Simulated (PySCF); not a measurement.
revPBE on Al⁻ (aluminium, charge -1), [Ne] 3s2 3p2, high-spin 3P determinant. All numbers are calculated (PySCF 2.14, the spin-free X2C one-electron Hamiltonian (Gaussian nucleus), in aug-cc-pVTZ-DK (6s5p3d2f, 50 functions)).

```
cycle= 1 E= -242.778803668305  delta_E= -0.00449  |g|= 0.0257  |ddm|= 0.299
cycle= 2 E= -242.778706878146  delta_E= 9.68e-05  |g|= 0.0144  |ddm|= 0.15
cycle= 3 E= -242.778962307519  delta_E= -0.000255  |g|= 0.0105  |ddm|= 0.143
cycle= 4 E= -242.779173086885  delta_E= -0.000211  |g|= 0.000518  |ddm|= 0.0555
cycle= 5 E= -242.779173717052  delta_E= -6.3e-07  |g|= 4.37e-05  |ddm|= 0.00233
cycle= 6 E= -242.779173722009  delta_E= -4.96e-09  |g|= 3e-06  |ddm|= 0.000269
cycle= 7 E= -242.779173722027  delta_E= -1.82e-11  |g|= 5.51e-07  |ddm|= 2.01e-05
converged SCF energy = -242.779173722027  <S^2> = 2.0044651  2S+1 = 3.0029753
```

Highest occupied orbital energy: 1.344 eV; ⟨L²⟩ = 2.02; populations by l: s 6.00, p 8.00, d 0.00, f 0.00.

**Question.** Can this result be used?

**Answer.** With care. Self-consistency was reached. At revPBE the highest occupied level has a positive energy, so only the finite basis holds that electron; in a semilocal or global hybrid functional this comes from self-interaction and does not mean that the real anion is unbound.
